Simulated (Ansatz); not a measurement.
```yaml
crystal:
  periodic: [false, false, false]
  atoms:
    - {symbol: C, position_ang: [-1.737397, 0.349761, -0.146755]}
    - {symbol: Si, position_ang: [-0.152830, -0.408673, 0.472013]}
    - {symbol: O, position_ang: [1.119758, 0.202846, -0.329259]}
    - {symbol: Zn, position_ang: [2.865364, 0.178031, -0.579158]}
    - {symbol: H, position_ang: [-2.594481, -0.062140, 0.393620]}
    - {symbol: H, position_ang: [-1.733436, 1.432981, -0.003292]}
    - {symbol: H, position_ang: [-1.877018, 0.147046, -1.211285]}
    - {symbol: H, position_ang: [-0.218458, -1.893035, 0.300996]}
    - {symbol: H, position_ang: [-0.024466, -0.146711, 1.938574]}
    - {symbol: H, position_ang: [4.352954, 0.199894, -0.835454]}
basis:
  gaussian: {orbitals: aug-cc-pVDZ, fitting: {mean_field: def2-universal-jkfit}, point_charges: [{charge: 1.00, position_ang: [7.272, -0.266, -0.635]}]}
hamiltonian: {xc: {name: PBE-QIDH}}
accuracy: high
output: {forces: true}
```

```sh
$ ansatz run in.yaml --threads 2 --pin off --events-out ev --progress --plain --max-ram 32768MiB --backend cpu
```

Shortened log:

```
Functional definition: PBE-QIDH
652 factors; integrals over basis functions are off by at most 3.3e-1 eV
mean field evaluation 1: about -59442.4789 eV, gradient 5.6e1 eV
mean field evaluation 2: about -59442.4790 eV, gradient 5.6e1 eV
mean field evaluation 4: about -59448.7175 eV, gradient 8.7e0 eV
mean field evaluation 8: about -59448.8544 eV, gradient 3.6e-2 eV
mean field evaluation 16: about -59448.8545 eV, gradient 7.3e-6 eV
mean field -59448.85453152 eV, -2184.7051081526 hartree, gradient 7.7e-8 eV, S^2 0.000000; 0 other end points of the search recorded, 0 dependent functions left out
12 core orbitals not correlated, not the lowest: weight in the atoms' cores, before any rotation towards them, 1.000 or more for the frozen orbitals, at most 0.000 for the correlated occupied ones
reference -59448.85453587 eV, -2184.7051083122 hartree; 20, 20 occupied and 154, 154 virtual orbitals, 652 factors
second order -34.97511467 eV of doubles, -0.00000000 eV of singles
Total energy: -59460.51290742 eV, -2185.1335455646 hartree
Atom 0 at    -1.737397     0.349761    -0.146755 Å, force     0.080682     0.038528    -0.054053 eV/Å
Atom 1 at    -0.152830    -0.408673     0.472013 Å, force    -1.593378    -0.747163     0.994560 eV/Å
Atom 2 at     1.119758     0.202846    -0.329259 Å, force     2.245661     0.671007    -1.013900 eV/Å
Atom 3 at     2.865364     0.178031    -0.579158 Å, force    -0.969796    -0.002022     0.142935 eV/Å
Atom 4 at    -2.594481    -0.062140     0.393620 Å, force    -0.058139    -0.052872     0.063496 eV/Å
Atom 5 at    -1.733436     1.432981    -0.003292 Å, force    -0.005772     0.117542     0.014152 eV/Å
Atom 6 at    -1.877018     0.147046    -1.211285 Å, force    -0.025177    -0.019588    -0.117745 eV/Å
Atom 7 at    -0.218458    -1.893035     0.300996 Å, force     0.097718    -0.030873    -0.042228 eV/Å
Atom 8 at    -0.024466    -0.146711     1.938574 Å, force     0.106628     0.028381     0.018917 eV/Å
Atom 9 at     4.352954     0.199894    -0.835454 Å, force     0.416355    -0.057286     0.024196 eV/Å
Dipole moment:    -0.255349     0.072935    -0.055323 e Å
```

It took 29 s on 2 threads of an AMD EPYC 7R13 on a shared host, with 0.56 GiB of host memory at the peak.
